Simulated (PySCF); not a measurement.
CF2, SMILES F[C]F (connectivity only; charge and spin as stated), neutral, multiplicity 1.

Geometry optimised at B3LYP-D3(BJ)/def2-TZVP. The isomer is the one that the SMILES or the coordinates give; other isomers of the formula were not compared.

Calculation: M06-2X/def2-TZVPD in PySCF.

Problem. Estimate the frontier levels, gap, dipole moment and polarisability. (The exact figures need the calculation; the answer reports its results.)

Solution. 
| Quantity | Result |
|---|---|
| highest occupied level | -10.43 eV |
| lowest empty level | -1.20 eV |
| orbital gap | 9.22 eV |
| dipole moment | 0.49 D |
| quadrupole, principal values (traceless, Buckingham form, about the centre of nuclear charge) | -2.05, -0.13, 2.19 D·Å |
| mean static polarisability | 16.2 bohr³ (2.40 Å³) |
| polarisability, principal values | 14.5, 15.4, 18.6 bohr³ |
